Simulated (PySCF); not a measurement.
Mapped SMILES: `[CH2:1]=[C:2]=[CH:3][C:4]#[C:5][CH2:6][F:7]`; H(Xn) means a hydrogen on atom n.

Geometry: PBE0-D3(BJ)/def2-SVP; GIAO shifts from PySCF 2.14.0 with density-fitted response routines, gas phase, non-relativistic, averaged over equivalent atoms.

At HF/pcSseg-1 (144 basis functions, 7.8 s wall time on 1 thread of an Intel Xeon Platinum 8259CL, shared host):
```
atoms  δ (ppm)
   C2    238.6
   C5     91.2
   C1     82.5
   C4     82.1
   C3     78.6
   C6     62.8
   F7   -199.8
H(C3)     5.59
H(C1)     5.35
H(C6)     4.84
```

Chemical shifts δ = σref − σ; ¹³C (190.85 ppm) and ¹H (31.69 ppm) against TMS; ¹⁹F (246.35 ppm) vs CFCl3, all at this level.

Question: What do these become at PBE0/IGLO-III?

Answer: 
```json
{"atoms": "C2", "δ at PBE0/IGLO-III": "235.9", "change": "-2.7"}
{"atoms": "C5", "δ at PBE0/IGLO-III": "96.7", "change": "+5.5"}
{"atoms": "C1", "δ at PBE0/IGLO-III": "81.9", "change": "-0.6"}
{"atoms": "C4", "δ at PBE0/IGLO-III": "87.9", "change": "+5.8"}
{"atoms": "C3", "δ at PBE0/IGLO-III": "81.1", "change": "+2.5"}
{"atoms": "C6", "δ at PBE0/IGLO-III": "73.2", "change": "+10.4"}
{"atoms": "F7", "δ at PBE0/IGLO-III": "-241.7", "change": "-41.9"}
{"atoms": "H(C3)", "δ at PBE0/IGLO-III": "5.79", "change": "+0.20"}
{"atoms": "H(C1)", "δ at PBE0/IGLO-III": "5.21", "change": "-0.14"}
{"atoms": "H(C6)", "δ at PBE0/IGLO-III": "5.14", "change": "+0.30"}
```

Scale: ¹³C (σ = 183.78 ppm) and ¹H (σ = 31.37 ppm) against TMS; ¹⁹F (σ = 174.63 ppm) vs CFCl3 (reference shieldings calculated alike).

The largest change is at F7 (fluorine on an sp3 carbon). Cost: 295 basis functions, 36 s wall time on 1 thread of an Arm Neoverse V2, shared host. The order of the carbon signals changes between the two levels.

Unscaled 19F shifts against computed CFCl3 carry errors that often reach 10 to 50 ppm.
